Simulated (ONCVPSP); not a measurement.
## Scattering properties, ONCV potential for silver (Ag)

```
Element                 : silver
Generator               : ONCVPSP 4.0.1
Type                    : optimised norm-conserving Vanderbilt (ONCV)
Functional              : PBE
Relativity              : scalar-relativistic
Frozen core             : [Kr]
Valence charge          : 11
Reference configuration : 4d10 5s1
Partial waves           : 5s: rc 2.40 bohr, ncon 4, nbas 9, qcut 2.7 1/bohr, 3 projectors, debl 2.3 Ha; p scattering state at 0.08 Ha: rc 2.35 bohr, ncon 3, nbas 6, qcut 3.5 1/bohr, 2 projectors, debl 1.1 Ha; 4d: rc 1.30 bohr, ncon 4, nbas 9, qcut 7.5 1/bohr, 1 projector
Local potential         : polynomial inside 1.00 bohr (lpopt 3, dvloc0 0 Ha)
Core correction         : Teter function, fcfact 5.25, rcfact 1.05
```

The phase is arctan(r·R′/R) of the radial function R(r), unwrapped; energies in Ha, scanned from -2 to 5 Ha. A pole is an energy at which the radial function vanishes at the test radius. The pseudo phase is shifted by a multiple of π to meet the all-electron one at the reference energy, and phase errors are pseudo minus all-electron; the curves can meet again beyond the range given. Levels narrower than the energy grid can be missing from the lists of poles. Where the grid stepped over a known ghost or core level, its pole and its step of π were put in at the level’s energy.

Question: For each channel, where are the poles, and over which energies does the pseudopotential scatter like the atom?

Answer:

```tsv
channel	radius (bohr)	reference energy (Ha)	poles, all-electron	poles, pseudo	unbroken range about the reference energy with phases within 0.05 rad	phase error 1 Ha above the reference energy (rad)
s	2.44	-0.16	1.23	-0.42, 1.23	above -0.4	-0.000
p	2.39	0.08	2.04	-0.86, 2.03	-0.8 to 3.0	+0.000
d	1.32	-0.27	2.15	2.14	the whole range	-0.000
```

Note: ghosts flagged at negative energy: s at -11.4 eV, p at -23.4 eV; GHOST(+) flagged for s at 227.8 eV. A true bound ghost makes a file unfit for plane-wave use.

Phases in the d channel:

| E (Ha) | all-electron | pseudo |
| --- | --- | --- |
| -1.98 | 0.576 | 0.575 |
| -1.80 | 0.444 | 0.443 |
| -1.62 | 0.283 | 0.282 |
| -1.44 | 0.093 | 0.092 |
| -1.26 | -0.118 | -0.119 |
| -1.08 | -0.335 | -0.336 |
| -0.90 | -0.539 | -0.539 |
| -0.72 | -0.716 | -0.717 |
| -0.54 | -0.864 | -0.864 |
| -0.36 | -0.985 | -0.985 |
| -0.18 | -1.083 | -1.083 |
| 0.00 | -1.163 | -1.163 |
| 0.18 | -1.229 | -1.229 |
| 0.36 | -1.284 | -1.284 |
| 0.54 | -1.331 | -1.331 |
| 0.72 | -1.371 | -1.371 |
| 0.90 | -1.406 | -1.406 |
| 1.08 | -1.437 | -1.438 |
| 1.26 | -1.465 | -1.465 |
| 1.44 | -1.490 | -1.490 |
| 1.62 | -1.513 | -1.513 |
| 1.80 | -1.534 | -1.534 |
| 1.98 | -1.554 | -1.554 |
| 2.16 | -1.572 | -1.573 |
| 2.34 | -1.590 | -1.591 |
| 2.52 | -1.607 | -1.608 |
| 2.70 | -1.623 | -1.624 |
| 2.88 | -1.639 | -1.640 |
| 3.06 | -1.655 | -1.657 |
| 3.24 | -1.671 | -1.673 |
| 3.42 | -1.687 | -1.689 |
| 3.60 | -1.703 | -1.705 |
| 3.78 | -1.720 | -1.722 |
| 3.96 | -1.737 | -1.740 |
| 4.14 | -1.755 | -1.758 |
| 4.32 | -1.774 | -1.778 |
| 4.50 | -1.795 | -1.799 |
| 4.68 | -1.817 | -1.822 |
| 4.86 | -1.841 | -1.847 |
